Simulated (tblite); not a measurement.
CH₉AlO₂Si₂ (SMILES [CH3][Al]([O][SiH3])[O][SiH3]), singlet, at a GFN2-xTB geometry (such geometries of metal compounds can be far from the true shape); GFN1-xTB run with tblite.

tblite was given this input:
```
$ tblite run mol.xyz --method gfn1 --charge 0 --spin 0 --json tblite.json --no-restart

# file mol.xyz
15

Al     0.32822742     0.51741072     0.46892231
C      1.16848016     1.86037234     1.66597219
H      1.79239289     1.38246890     2.42004864
H      0.41324739     2.46018410     2.17392398
H      1.79207614     2.55355308     1.10100796
O     -0.78572777     0.98862120    -0.69801574
Si    -1.87081817     1.39148817    -1.84213483
H     -3.19780629     1.07484934    -1.30942585
H     -1.56441436     0.61829392    -3.04673104
H     -1.71333385     2.83047692    -2.07166942
O      0.70859396    -1.11571406     0.58712668
Si     1.04257281    -2.70645677     0.66099281
H     -0.19532967    -3.40007236     1.02218297
H      2.06855509    -2.86552681     1.69579393
H      1.53928084    -3.11649754    -0.65385383
```

Problem. Predict the main parts of the log of this tblite run.

Solution. 
```
xTB calculator
 | screened Coulomb repulsion
 | Coulomb electrostatics
 |  * isotropic Klopman-Ohno-Mataga-Nishimoto electrostatics
 |  * onsite third-order electrostatics
 | DFT-D3(BJ) dispersion correction

halogen bonding energy    0.0000000000000E+00 Eh
repulsion energy          1.6581953554048E-01 Eh
dispersion energy        -5.0008082473711E-03 Eh
number of electrons       3.6000000000000E+01 e
integral cutoff           4.0000000000000E+01 bohr

------------------------------------------------------------
  cycle        total energy    energy error   density error
------------------------------------------------------------
      1     -21.35370897732  -2.1514528E+01   5.5416796E-01
      2     -21.65319462120  -2.9948564E-01   2.9053675E-01
      3     -21.65160371343   1.5909078E-03   1.0428374E-01
      4     -21.65907990008  -7.4761866E-03   4.9049908E-02
      5     -21.66454975318  -5.4698531E-03   5.8919475E-03
      6     -21.66461258687  -6.2833693E-05   1.9669949E-03
      7     -21.66461936462  -6.7777432E-06   1.0565736E-03
      8     -21.66462404370  -4.6790833E-06   2.2204607E-04
      9     -21.66462413319  -8.9485830E-08   1.3257159E-04
     10     -21.66462420827  -7.5085257E-08   5.2311232E-06
------------------------------------------------------------

electronic energy        -2.1825442935565E+01 Eh
total energy             -2.1664624208271E+01 Eh

Post processing:
 | Mayer-Wiberg bond orders

[Info] JSON dump of results written to 'tblite.json'
```
